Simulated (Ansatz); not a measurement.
Consider the formal exchange of groups at the Se–Ge bond: `[Cl][Ge]([Cl])([Cl])[SeH]` + `O[SiH2]F` → `O[SiH](F)[SeH]` + `[Cl][GeH]([Cl])[Cl]`.

Isolated molecules relaxed with PBE0-D4/def2-TZVP in Ansatz; ΔE leaves out vibrations. CCSD(T)/CBS adds triple-zeta CCSD(T) − MP2 to the extrapolated MP2 energy (def2 sets, frozen cores). Functionals use def2-TZVPP. HSE06 is defined as in plane-wave codes. For Ge, Se outer-core shells are correlated without core-valence functions, which leaves a few kJ/mol of doubt a bond. Scalar relativity is left out up to krypton. Each species was taken in one conformer, which may not be the lowest.

`[Cl][Ge]([Cl])([Cl])[SeH]`:

Z-matrix (Å, degrees):
```
Ge
Cl 1 2.127
Cl 1 2.131 2 108.7
Cl 1 2.131 2 108.8 3 115.6
Se 1 2.323 2 107.3 3 -122.2
H 5 1.470 1 90.7 2 -179.7
```

`O[SiH2]F`:

Z-matrix (Å, degrees):
```
Si
F 1 1.596
O 1 1.630 2 111.0
H 1 1.482 2 106.0 3 121.4
H 1 1.474 2 108.2 3 -116.3
H 3 0.958 1 119.1 2 71.8
```

`O[SiH](F)[SeH]`:

Z-matrix (Å, degrees):
```
Si
F 1 1.593
Se 1 2.267 2 103.3
O 1 1.626 2 111.6 3 121.4
H 1 1.471 2 108.6 3 -122.2
H 3 1.470 1 91.2 2 177.2
H 4 0.960 1 118.0 2 -73.2
```

`[Cl][GeH]([Cl])[Cl]`:

Z-matrix (Å, degrees):
```
Ge
Cl 1 2.126
Cl 1 2.126 2 108.5
Cl 1 2.126 2 108.5 3 -117.6
H 1 1.525 2 110.4 3 121.2
```

```
             level  ΔE (kcal/mol)  difference from CCSD(T)/CBS
       LDA (SPW92)           -4.3                         -1.8
            PBE-D4           -2.5                          0.0
         revPBE-D4           -2.2                          0.3
           BLYP-D4           -0.7                          1.8
         r2SCAN-D4           -3.1                         -0.6
            B97M-V           -4.0                         -1.5
        r2SCANh-D4           -3.1                         -0.6
        r2SCAN0-D4           -3.2                         -0.7
          HSE06-D4           -2.7                         -0.2
          BHLYP-D4           -1.3                          1.2
           ωB97X-V           -2.9                         -0.4
           ωB97M-V           -2.9                         -0.4
            B2PLYP           -1.9                          0.6
          PBE-QIDH           -2.7                         -0.2
               PBE           -3.2                         -0.7
            revPBE           -3.1                         -0.6
              BLYP           -2.0                          0.5
            r2SCAN           -3.3                         -0.8
              PBE0           -3.4                         -0.9
           r2SCANh           -3.3                         -0.8
           r2SCAN0           -3.4                         -0.9
             HSE06           -3.4                         -0.9
             BHLYP           -2.7                         -0.2
         CAM-B3LYP           -3.1                         -0.6
           LC-ωPBE           -4.3                         -1.8
RPA@PBE/def2-TZVPP           -1.0                          1.5
       HF/def2-SVP           -2.7                         -0.2
      MP2/def2-SVP           -0.9                          1.6
  CCSD(T)/def2-SVP           -1.3                          1.2
     HF/def2-TZVPP           -2.8                         -0.3
    MP2/def2-TZVPP           -0.9                          1.6
SCS-MP2/def2-TZVPP           -0.9                          1.6
   CCSD/def2-TZVPP           -2.1                          0.4
CCSD(T)/def2-TZVPP           -1.8                          0.7
     HF/def2-QZVPP           -2.9                         -0.4
    MP2/def2-QZVPP           -1.3                          1.2
SCS-MP2/def2-QZVPP           -1.4                          1.1
      HF/CBS(def2)           -3.0                         -0.5
     MP2/CBS(def2)           -1.6                          0.9
    CCSD/CBS(def2)           -2.8                         -0.3
       CCSD(T)/CBS           -2.5                            0
```

What do rigid-rotor, harmonic-oscillator terms from PBE0-D4/def2-TZVP frequencies (298.15 K, 1 bar) make of the CCSD(T)/CBS value? (An estimate is asked.)

Ansatz gave: ΔZPE = +0.2 kcal/mol, ΔH = -2.7 kcal/mol, ΔS = -14 J/(mol·K), ΔG = -1.7 kcal/mol.

Largest T1 diagnostic among the species: 0.011.

In def2-TZVPP, CCSD(T) changes the Hartree–Fock value by +1.0 kcal/mol (the triples alone add +0.3 kcal/mol) and MP2 by +1.9 kcal/mol. Leaving LDA and LC-ωPBE aside and taking each functional with its dispersion term where it has one, the values spread over 3.2 kcal/mol, from B97M-V to BLYP-D4. LDA lies −1.1 kcal/mol from PBE without D4. The D4 term adds +1.1 kcal/mol with B3LYP and +0.7 kcal/mol with PBE0; it sums over pairs of atoms, weighted by their polarisabilities, and B3LYP, whose exchange is more repulsive, gets the larger term.

B3LYP here is the variant with VWN-RPA as its local correlation; programs differ in this.
